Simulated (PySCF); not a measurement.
C4H10Be, charge -1, doublet, geometry from GFN2-xTB (such geometries of metal compounds can be far from the true shape) (a state made from the parent by changing its charge; the spin is typed, not shown lowest) (in this run its highest filled SCF level lies above zero, so its values depend strongly on the basis, on diffuse functions most of all); BHANDHLYP/STO-3G run with PySCF.

Here is a job for PySCF.
```python
from pyscf import gto, scf, dft

mol = gto.M(
    atom='''
Be    0.88495218    0.42830483   -0.38015508
C     1.39662151   -0.60768527    1.05205713
C     0.95147789   -1.93514229    0.46554251
H     0.82845398   -0.44311119    1.98329159
H     2.44841924   -0.71955583    1.38032029
H     1.51302885   -2.15105337   -0.45002473
H    -0.10018075   -1.88438454    0.18991389
H     1.07323820   -2.81030499    1.13446827
C    -0.98415472    0.55670125   -0.46277029
C    -1.58167665    1.89074909   -0.90050341
H    -1.39939613    0.33177120    0.53383697
H    -1.41619321   -0.22157419   -1.12140351
H    -1.25836344    2.14055156   -1.91569281
H    -1.23494686    2.69569103   -0.24647054
H    -2.68747680    1.92101417   -0.89357480
''',
    basis='sto-3g',
    charge=-1,
    spin=1,
    verbose=4,
)

mf = dft.UKS(mol)
mf.xc = 'bhandhlyp'
mf.kernel()
```

Problem. Write the output that PySCF gives for this input, abridged.

Solution. 
```
PySCF version 2.14.0

[INPUT] verbose = 4
[INPUT] num. atoms = 15
[INPUT] num. electrons = 39
[INPUT] charge = -1
[INPUT] spin (= nelec alpha-beta = 2S) = 1
[INPUT] symmetry False subgroup None
[INPUT] Mole.unit = angstrom
[INPUT] Symbol           X                Y                Z      unit          X                Y                Z       unit  Magmom
[INPUT]  1 Be     0.884952180000   0.428304830000  -0.380155080000 AA    1.672317253537   0.809378826528  -0.718388986062 Bohr   0.0
[INPUT]  2 C      1.396621510000  -0.607685270000   1.052057130000 AA    2.639232153577  -1.148358730232   1.988099843096 Bohr   0.0
[INPUT]  3 C      0.951477890000  -1.935142290000   0.465542510000 AA    1.798032625679  -3.656888940164   0.879747843243 Bohr   0.0
[INPUT]  4 H      0.828453980000  -0.443111190000   1.983291590000 AA    1.565551129006  -0.837358791830   3.747877930253 Bohr   0.0
[INPUT]  5 H      2.448419240000  -0.719555830000   1.380320290000 AA    4.626841801716  -1.359763450034   2.608427312280 Bohr   0.0
[INPUT]  6 H      1.513028850000  -2.151053370000  -0.450024730000 AA    2.859210145066  -4.064901748623  -0.850423488981 Bohr   0.0
[INPUT]  7 H     -0.100180750000  -1.884384540000   0.189913890000 AA   -0.189314180454  -3.560970693965   0.358885239351 Bohr   0.0
[INPUT]  8 H      1.073238200000  -2.810304990000   1.134468270000 AA    2.028126264421  -5.310706757599   2.143834327309 Bohr   0.0
[INPUT]  9 C     -0.984154720000   0.556701250000  -0.462770290000 AA   -1.859782884998   1.052012895703  -0.874509106686 Bohr   0.0
[INPUT] 10 C     -1.581676650000   1.890749090000  -0.900503410000 AA   -2.988935686120   3.572997950371  -1.701704819137 Bohr   0.0
[INPUT] 11 H     -1.399396130000   0.331771200000   0.533836970000 AA   -2.644475425476   0.626956704018   1.008805668468 Bohr   0.0
[INPUT] 12 H     -1.416193210000  -0.221574190000  -1.121403510000 AA   -2.676217306369  -0.418714535372  -2.119145509026 Bohr   0.0
[INPUT] 13 H     -1.258363440000   2.140551560000  -1.915692810000 AA   -2.377962266766   4.045056203910  -3.620134749698 Bohr   0.0
[INPUT] 14 H     -1.234946860000   2.695691030000  -0.246470540000 AA   -2.333711343792   5.094117763147  -0.465761818374 Bohr   0.0
[INPUT] 15 H     -2.687476800000   1.921014170000  -0.893574800000 AA   -5.078595118123   3.630190662709  -1.688611643813 Bohr   0.0

nuclear repulsion = 142.782076024622
number of shells = 25
number of NR pGTOs = 105
number of NR cGTOs = 35
basis = sto-3g
ecp = {}

******** <class 'pyscf.dft.uks.UKS'> ********
method = UKS
initial guess = minao
damping factor = 0
level_shift factor = 0
DIIS = <class 'pyscf.scf.diis.CDIIS'>
diis_start_cycle = 1
diis_space = 8
diis_damp = 0
SCF conv_tol = 1e-09
SCF conv_tol_grad = None
SCF max_cycles = 50
direct_scf = True
direct_scf_tol = 1e-13
number electrons alpha = 20  beta = 19
XC library pyscf.dft.libxc version 7.1.2
    S. Lehtola, C. Steigemann, M. J. T. Oliveira, and M. A. L. Marques,  SoftwareX 7, 1–5 (2018)
XC functionals = bhandhlyp
    A. D. Becke,  J. Chem. Phys. 98, 1372 (1993)
    Defined through Gaussian implementation.
radial grids:
    Treutler-Ahlrichs [JCP 102, 346 (1995); DOI:10.1063/1.469408] (M4) radial grids

becke partition: Becke, JCP 88, 2547 (1988); DOI:10.1063/1.454033
pruning grids: <function nwchem_prune>
grids dens level: 3
symmetrized grids: False
atomic radii adjust function: <function treutler_atomic_radii_adjust>
small_rho_cutoff = 0
Set gradient conv threshold to 3.16228e-05
tot grids = 168280
init E= -171.085040970883

cycle= 1 E= -170.78618469896  delta_E= 0.299  |g|= 0.275  |ddm|= 3.14
cycle= 2 E= -170.838901552351  delta_E= -0.0527  |g|= 0.128  |ddm|= 0.631
cycle= 3 E= -170.850376036726  delta_E= -0.0115  |g|= 0.0244  |ddm|= 0.207
cycle= 4 E= -170.851061205033  delta_E= -0.000685  |g|= 0.00541  |ddm|= 0.0624
cycle= 5 E= -170.85112240202  delta_E= -6.12e-05  |g|= 0.00223  |ddm|= 0.02
cycle= 6 E= -170.851130857017  delta_E= -8.45e-06  |g|= 0.000879  |ddm|= 0.00672
cycle= 7 E= -170.851132893487  delta_E= -2.04e-06  |g|= 0.000201  |ddm|= 0.00442
cycle= 8 E= -170.851133039205  delta_E= -1.46e-07  |g|= 6.42e-05  |ddm|= 0.00117
cycle= 9 E= -170.851133060372  delta_E= -2.12e-08  |g|= 2.91e-05  |ddm|= 0.000453
cycle= 10 E= -170.85113306414  delta_E= -3.77e-09  |g|= 1.48e-05  |ddm|= 0.00018
cycle= 11 E= -170.851133065334  delta_E= -1.19e-09  |g|= 4.63e-06  |ddm|= 0.000127
cycle= 12 E= -170.851133065466  delta_E= -1.33e-10  |g|= 1.79e-06  |ddm|= 4.28e-05
Extra cycle  E= -170.851133065475  delta_E= -8.24e-12  |g|= 1.06e-06  |ddm|= 6.76e-06
converged SCF energy = -170.851133065475  <S^2> = 0.75021093  2S+1 = 2.0002109
```
